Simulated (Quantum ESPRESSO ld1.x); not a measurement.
The numbers below are computed, except where a source is named.
Q: Os2+, 74 electrons, occupied as [Xe] 4f14 5d6. Code: ld1.x of Quantum ESPRESSO 7.5. Model: scalar-relativistic Kohn-Sham, LDA (Slater exchange, VWN5 correlation), spin-unpolarised, spherical densities, point nucleus. Some entries of the table are withheld. Estimate them.

orbital,occ.,eigenvalue (hartree),<r^2> (bohr^2),r(max) (bohr)
1s,2,-2713.47,(1),0.011
2s,2,-473.144,0.006647,0.064
2p,6,-412.205,0.005535,0.052
3s,2,-110.579,0.04305,0.179
3p,6,-92.6895,0.04393,0.177
3d,10,-72.6782,0.03639,(2)
4s,2,-23.8122,(3),0.404
4p,6,-17.9429,(4),0.424
4d,10,-10.6574,0.2771,0.434
5s,2,-4.00972,1.135,0.913
4f,14,-2.55675,0.3822,0.404
5p,6,-2.51145,1.544,1.03
5d,6,-0.85378,3.380,1.35

A: 
(1) 1s <r^2> (bohr^2): 0.0004337
(2) 3d r(max) (bohr): 0.144
(3) 4s <r^2> (bohr^2): 0.2107
(4) 4p <r^2> (bohr^2): 0.2404
